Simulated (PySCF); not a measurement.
# `C=[CH][Ge@H]([CH3])[CH2]Cl`: 4 charge schemes on one density

Compound: C4H9ClGe.
Structure used (PBE0-D3(BJ)/def2-SVP), in Å, numbered top down from 1:
```xyz
15
C4H9ClGe angstrom
C      2.3115   -0.1466    0.0196
C      1.5184    0.7490    0.6146
Ge    -0.4155    0.6184    0.6558
C     -1.0298   -0.9007   -0.4056
C     -1.1373    2.2985   -0.0809
Cl    -0.5298    3.6864    0.8756
H      1.9143   -1.0376   -0.4802
H      3.4019   -0.0356    0.0028
H      1.9712    1.6241    1.0964
H     -0.9238    0.5183    2.1088
H     -2.1277   -0.9603   -0.3975
H     -0.6337   -1.8401    0.0078
H     -0.6906   -0.8086   -1.4478
H     -0.8189    2.4463   -1.1223
H     -2.2355    2.3222   -0.0449
```

Density: PBE0/pcSseg-1 (PySCF); schemes: Mulliken, IAO, Hirshfeld and ESP-fitted. The structure is a single PBE0-D3(BJ)/def2-SVP conformer in the gas phase; no vibrational or solvent corrections. The calculation is non-relativistic, for germanium too.

Problem. Tabulate the Mulliken, IAO, Hirshfeld and ESP-fitted charges.

Solution. In e; atoms taken as equivalent share a row and are averaged (×n: the atom named and its like, n in all):

```json
{"atom": "C1", "environment": "terminal =CH2 carbon", "Mulliken": "-0.152", "IAO": "-0.278", "Hirshfeld": "-0.090", "ESP-fitted": "-0.297"}
{"atom": "C2", "environment": "alkene CH carbon", "Mulliken": "-0.496", "IAO": "-0.387", "Hirshfeld": "-0.136", "ESP-fitted": "-0.383"}
{"atom": "Ge3", "environment": "germanium bonded to 3 C and H", "Mulliken": "+0.674", "IAO": "+0.814", "Hirshfeld": "+0.365", "ESP-fitted": "+0.749"}
{"atom": "C4", "environment": "sp3 carbon bound to germanium", "Mulliken": "-0.575", "IAO": "-0.682", "Hirshfeld": "-0.202", "ESP-fitted": "-0.711"}
{"atom": "C5", "environment": "sp3 C–Cl carbon", "Mulliken": "-0.465", "IAO": "-0.499", "Hirshfeld": "-0.124", "ESP-fitted": "-0.526"}
{"atom": "Cl6", "environment": "alkyl chlorine", "Mulliken": "-0.160", "IAO": "-0.104", "Hirshfeld": "-0.076", "ESP-fitted": "-0.135"}
{"atom": "H7", "environment": "vinylic hydrogen", "Mulliken": "+0.120", "IAO": "+0.136", "Hirshfeld": "+0.042", "ESP-fitted": "+0.152"}
{"atom": "H8", "environment": "vinylic hydrogen", "Mulliken": "+0.129", "IAO": "+0.149", "Hirshfeld": "+0.048", "ESP-fitted": "+0.163"}
{"atom": "H9", "environment": "vinylic hydrogen", "Mulliken": "+0.130", "IAO": "+0.157", "Hirshfeld": "+0.038", "ESP-fitted": "+0.180"}
{"atom": "H10", "environment": "Ge–H hydrogen", "Mulliken": "+0.010", "IAO": "-0.097", "Hirshfeld": "-0.076", "ESP-fitted": "-0.144"}
{"atom": "H11/H12/H13", "environment": "methyl hydrogen", "Mulliken": "+0.145", "IAO": "+0.154", "Hirshfeld": "+0.042", "ESP-fitted": "+0.177"}
{"atom": "H14", "environment": "methylene hydrogen", "Mulliken": "+0.175", "IAO": "+0.165", "Hirshfeld": "+0.043", "ESP-fitted": "+0.218"}
{"atom": "H15", "environment": "methylene hydrogen", "Mulliken": "+0.175", "IAO": "+0.165", "Hirshfeld": "+0.043", "ESP-fitted": "+0.203"}
```

Mean size of the charges over all atoms: ESP-fitted 0.293 e, IAO 0.273 e, Mulliken 0.247 e, Hirshfeld 0.094 e. Each set sums to the total charge, 0, to within 0.001 e. The Mulliken scheme gives each basis function's population to the atom it is centred on and halves the overlap population of two atoms between them. The ESP scheme is a least-squares fit of atom-centred charges to the potential on four shells outside the van der Waals surface, with the total charge fixed.

Lowest charge. All schemes agree: Mulliken C4 (-0.575); IAO C4 (-0.682); Hirshfeld C4 (-0.202); ESP-fitted C4 (-0.711).

Highest charge. All schemes agree: Mulliken Ge3 (+0.674); IAO Ge3 (+0.814); Hirshfeld Ge3 (+0.365); ESP-fitted Ge3 (+0.749).

Problem. Sum the charges by element, for elements with more than one atom.

Solution. 
| element | atoms | Mulliken | IAO | Hirshfeld | ESP-fitted |
| --- | --- | --- | --- | --- | --- |
| C | 4 | -1.689 | -1.847 | -0.553 | -1.916 |
| H | 9 | +1.175 | +1.137 | +0.263 | +1.302 |

Problem. How closely do the schemes follow one another over all atoms?

Solution. Correlation coefficient and root-mean-square difference: IAO with ESP-fitted 1.00, 0.033 e; Mulliken with IAO 0.98, 0.071 e; Mulliken with ESP-fitted 0.98, 0.080 e; IAO with Hirshfeld 0.97, 0.227 e; Hirshfeld with ESP-fitted 0.95, 0.236 e; Mulliken with Hirshfeld 0.94, 0.198 e.
